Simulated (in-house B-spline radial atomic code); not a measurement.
Hg⁺. Computed with a B-spline radial atomic code. Model: non-relativistic spherical atom: semilocal Troullier-Martins pseudo-atom, one channel per l, against all electrons, high spin, G0W0 and RPA with empty states to l = 8, local potential for every l without a channel, a model core (radius 0 = none) keeps its share of the functional.

The core holds an angular momentum without a channel of its own, so the local potential lets valence electrons into it.

Without relativity these are model numbers for so heavy an element.

What the tables leave out is listed at the end.

The pseudopotential gives back the lowest level of each angular momentum of its own functional in the configuration it was made in; a second state of the same l is only approximately right. Exact exchange, RPA and GW see the smooth pseudo-orbitals and miss the exchange with the core, for which the functional's share stands in. The column with an uncorrelated core keeps all orbitals and exact exchange, and so separates missing core correlation from pseudisation. Only the three outermost levels and the lowest empty one were computed. RPA here is direct RPA, with no exchange kernel, and its energies carry an (l + 1/2)⁻⁴ tail. A hybrid on a potential with a model core restores only its own semilocal share of the core's exchange.

Command:
```bash
python run_psgw.py task.json out
```
Settings (lengths in bohr, energies in hartree):
```
Z                      80
electrons              79
configuration          [Xe] 4f14 5d10 6s1
generated_in           [Xe] 4f14 5d10 6s2
functional             lda,vwn
core_shells            11
radius_factor          0.8
core_correction        False
ion_configuration      [Xe] 4f14 5d10
```

Time taken, with all properties: 110 s on 1 thread of Arm Neoverse N1, on a shared host.

Given: made with LDA VWN5; model core radius 0 bohr; local radius 0.96 bohr; mean-field start LDA VWN5.

Valence shells of the generating configuration: 5p, 5d, 6s.

Channel: s 2.003, p 0.776, d 0.921 (radii in bohr).

Computed: largest level miss in the spin-unpolarised generating configuration 0.002 eV; valence RPA correlation energy all-electron orbitals -0.96992 hartree; valence RPA correlation energy pseudo -1.3595 hartree; ionisation by mean-field all-electron 16.566 eV; ionisation by mean-field pseudo minus all 0.012 eV; ionisation by RPA all-electron 16.357 eV; ionisation by RPA pseudo minus all 1.238 eV.

```json
{"level": "6s up", "occupied": "1", "mean-field all-electron (eV)": "-12.913", "mean-field pseudo minus all (eV)": "-0.005", "G0W0 all-electron (eV)": "-16.496", "G0W0 uncorrelated core minus all (eV)": "0.036", "G0W0 pseudo minus all (eV)": "-1.066", "exchange self-energy all-electron (eV)": "-12.764", "exchange self-energy pseudo (eV)": "-13.095"}
{"level": "5d down", "occupied": "1", "mean-field all-electron (eV)": "-20.46", "mean-field pseudo minus all (eV)": "0.031", "G0W0 all-electron (eV)": "-26.458", "G0W0 uncorrelated core minus all (eV)": "0.112", "G0W0 pseudo minus all (eV)": "0.489", "exchange self-energy all-electron (eV)": "-36.008", "exchange self-energy pseudo (eV)": "-28.253"}
{"level": "6s down (empty)", "occupied": "0", "mean-field all-electron (eV)": "-12.155", "mean-field pseudo minus all (eV)": "-0.004", "G0W0 all-electron (eV)": "-8.7988", "G0W0 uncorrelated core minus all (eV)": "0.034", "G0W0 pseudo minus all (eV)": "-1.095", "exchange self-energy all-electron (eV)": "-4.0149", "exchange self-energy pseudo (eV)": "-4.3972"}
```

(1) What is the pseudo-atom RPA polarisability?

(2) What is the all-electron RPA polarisability, core included?

Given: mean-field start PBE0.

Computed: valence RPA correlation energy all-electron orbitals -0.91852 hartree; all-electron RPA polarisability, core included 19.588 bohr³; pseudo-atom RPA polarisability 18.144 bohr³; ionisation by mean-field all-electron 15.881 eV; ionisation by mean-field pseudo minus all 0.539 eV; ionisation by RPA all-electron 16.213 eV.

| level | occupied | mean-field all-electron (eV) | mean-field pseudo minus all (eV) | G0W0 all-electron (eV) | G0W0 uncorrelated core minus all (eV) | G0W0 pseudo minus all (eV) | exchange self-energy all-electron (eV) | exchange self-energy pseudo (eV) |
| --- | --- | --- | --- | --- | --- | --- | --- | --- |
| 6s up | 1 | -13.246 | -0.458 | -16.297 | 0.037 | -1.215 | -12.397 | -13.542 |
| 5d down | 1 | -22.222 | 0.274 | -26.674 | 0.122 | 0.681 | -36.229 | -28.47 |
| 6s down (empty) | 0 | -10.489 | -0.403 | -8.5669 | 0.034 | -0.99 | -3.6131 | -4.481 |

(3) What is the valence RPA correlation energy pseudo?

(4) What is the ionisation by RPA pseudo minus all?

Given: mean-field start Hartree-Fock.

Computed: valence RPA correlation energy pseudo -1.1222 hartree; all-electron RPA polarisability, core included 16.308 bohr³; pseudo-atom RPA polarisability 11.778 bohr³; ionisation by mean-field all-electron 14.462 eV; ionisation by RPA all-electron 15.855 eV; ionisation by RPA pseudo minus all 1.486 eV.

```csv
level,occupied,mean-field all-electron (eV),mean-field pseudo minus all (eV),G0W0 all-electron (eV),G0W0 uncorrelated core minus all (eV),G0W0 pseudo minus all (eV),exchange self-energy all-electron (eV),exchange self-energy pseudo (eV)
6s up,1,-14.592,-2.358,-15.942,0.036,-1.596,-11.49,-15.485
5d down,?,?,?,?,?,?,?,?
5d up,1,-27.444,0.983,-27.409,0.133,0.793,-36.329,-28.964
6s down (empty),0,-6.5876,-1.232,-8.1086,0.026,-0.864,-2.3685,-4.5259
```

(5) What belongs in the row 5d down?

(6) What is the valence RPA correlation energy all-electron orbitals?

(7) What is the ionisation by mean-field pseudo minus all?

Results:

(1) 21.42 bohr³.

(2) 21.114 bohr³.

(3) -1.2897 hartree.

(4) 1.339 eV.

(5) occupied: 1; mean-field all-electron (eV): -27.28; mean-field pseudo minus all (eV): 1.367; G0W0 all-electron (eV): -27.258; G0W0 uncorrelated core minus all (eV): 0.137; G0W0 pseudo minus all (eV): 1.058; exchange self-energy all-electron (eV): -36.504; exchange self-energy pseudo (eV): -28.646.

(6) -0.80126 hartree.

(7) 2.23 eV.

Among the listed levels the largest G0W0 shift of the pseudo-atom is -1.60 eV, for 6s up on the Hartree-Fock start, while leaving the core uncorrelated moves that level by +0.04 eV. So pseudisation and the lost core exchange, not the missing core correlation, make the error. Not in the tables (levels of low weight, unsolved or above zero; the highest and the empty levels are kept at any weight): on LDA the G0W0 levels 5d up (pseudo minus all +0.53 eV, weights 0.42 and 0.78); on PBE0 the G0W0 levels 5d up (pseudo minus all +0.46 eV, weights 0.75 and 0.76).
